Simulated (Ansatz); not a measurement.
Ideal-gas functions of `[Ag][Ag]` at 600 K and 1 bar, from an Ansatz frequency run at PBE0-D4/def2-TZVP.

Molar mass 215.74 g/mol, point group D∞h (symmetry number 2), electronic degeneracy 1, moments of inertia 357.976 u Å². Harmonic wavenumbers (cm⁻¹, unscaled): 181.

Use S(trans) = R[1.5 ln M + 2.5 ln T − 1.1517]; rotational temperatures θ = 24.2544 K / I; S(rot) = R[ln(T/σθ) + 1]; for each mode x = 1.438777 ν̃/T, S = R[x/(eˣ − 1) − ln(1 − e⁻ˣ)] and H = RT x/(eˣ − 1); 1 cm⁻¹ = 0.0119627 kJ/mol; R = 8.31446 J/(mol·K).

Q: By hand: the entropy, in J/(mol·K).

A: Translation 190.4. Rotation: θ = 0.0678 K, giving 78.1. Vibration, mode by mode: 15.32, in all 15.3. Electronic 0.0. Sum 283.8 J/(mol·K).

Q: By hand: H − E and G − E in kJ/mol, counted from the electronic energy.

A: Zero-point energy ½ × 181 × 0.0119627 = 1.1; thermal vibration 4.0; translation, rotation and pV give 3.5 RT = 17.5. H − E = 22.6 kJ/mol, and G − E = 22.6 − 600 × 283.8/1000 = -147.7 kJ/mol.

Vibration gives 5 % of the entropy.
